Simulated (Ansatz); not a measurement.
Geometry optimisation, Ansatz, RKS LDA/def2-SVP.

Input:

```yaml
crystal:
  periodic: [false, false, false]
  atoms:
    - { symbol: Ge, position_ang: [0.0, 0.0, 0.0] }
    - { symbol: Cl, position_ang: [1.3501, 0.0, 2.0083] }
    - { symbol: H, position_ang: [1.741, 0.0, 0.178] }
    - { symbol: O, position_ang: [-0.8337, 1.4443, -0.5894] }
    - { symbol: H, position_ang: [-1.7915, 1.2136, -0.8118] }
    - { symbol: O, position_ang: [-0.8337, -1.4443, -0.5894] }
    - { symbol: H, position_ang: [-1.2883, -1.91, 0.183] }
basis:
  gaussian: { orbitals: def2-SVP }
hamiltonian:
  xc: lda
relax:
  f_tol: 0.15
  max_steps: 25
  restrain:
    - { distance: [1, 2], at: 1.37, k: 30.0 }
    - { distance: [0, 1], at: 3.42, k: 30.0 }
    - { distance: [0, 2], at: 2.75, k: 30.0 }
output:
  orbitals: {}
```

Launched with:

```bash
$ ansatz run input.yaml --threads 2 --pin off --max-ram 3072MiB --backend cpu --events-out ev --progress --plain --runs-dir out
```

Question: Where does it end, and by what steps?

Answer: The forces met the threshold. The restraints hold the end off the free minimum. After 15 steps the energy has fallen by 1.399 eV (the restraints' own energy left out); Ge1 moved furthest, 0.82 Å. Parted: Ge1–Cl2 (2.42 → 3.42 Å). Joined: Cl2–H3 (1.87 → 1.34 Å).

```tsv
step	energy less start (eV)	largest force component (eV/Å)	accepted
0	0.0000	3.875	yes
1	0.9846	6.671	yes
2	1.6210	8.159	yes
3	1.0742	7.428	yes
4	-0.1994	3.099	yes
5	-0.7874	1.946	yes
6	-1.0246	1.798	yes
7	-1.1703	1.108	yes
8	-1.2138	1.963	yes
9	-1.3565	0.916	yes
10	-1.3815	0.818	yes
11	-1.3828	0.811	yes
12	-1.3319	1.479	no
13	-1.3950	0.798	yes
14	-1.3931	0.940	yes
15	-1.3994	0.925	yes
```

```xyz
7
Properties=species:S:1:pos:R:3
Ge -0.029 -0.106 -0.809
Cl 1.733 -0.090 2.119
H 2.137 0.150 0.863
O -1.009 1.364 -0.903
H -1.917 1.133 -0.602
O -1.401 -1.111 -0.254
H -1.170 -2.036 -0.035
```

Run time: 17 s on 2 threads of Arm Neoverse V1, on a shared host, peak memory 0.13 GiB.
